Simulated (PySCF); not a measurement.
A small calculation by hand: chemical shift, span and skew from a shielding tensor

C₃H₅ClSi, SMILES C=C=C[SiH2]Cl. Atoms are numbered in the order given.

```xyz
10

C      3.1390    -0.0562    -0.6324
C      2.0510     0.1312     0.0676
C      0.9363     0.3250     0.7300
Si    -0.6484     0.6732    -0.1774
Cl    -2.0115    -0.8533     0.1675
H      3.7895     0.7821    -0.9007
H      3.4302    -1.0588    -0.9611
H      0.9474     0.2788     1.8274
H     -0.3729     0.7502    -1.6366
H     -1.2797     1.9292     0.3161
```
Charge 0, spin multiplicity 1.

Geometry optimised at PBE0-D3(BJ)/def2-SVP. This is a generated structure with no PubChem entry under its InChIKey; it may be hypothetical. The values are those of a single conformer.

GIAO shieldings from PBE0/pcSseg-1 run with PySCF, non-relativistic, no solvent. The symmetric part of the tensor of C3 has the principal values 16.3, 123.4, 168.3 ppm. The same nucleus in TMS has σ = 186.3 ppm at this level (PySCF, at its B3LYP-D3(BJ)/def2-TZVP geometry). Without spin–orbit terms, shifts of atoms bonded to Cl or Br come out too high.

Task: Work out the isotropic shielding, the ¹³C shift against TMS, the span and the skew.

Result: 
σ(iso) = (σ11 + σ22 + σ33)/3 = 102.7 ppm. δ = σ(ref) − σ(iso) = 186.3 − (102.7) = 83.6 ppm.
Span Ω = σ33 − σ11 = 152.0 ppm. Skew κ = 3(σ(iso) − σ22)/Ω = -0.41. Tumbling in solution averages the tensor to δ; in a static solid the shielding alone would spread this spin-1/2 line over Ω.
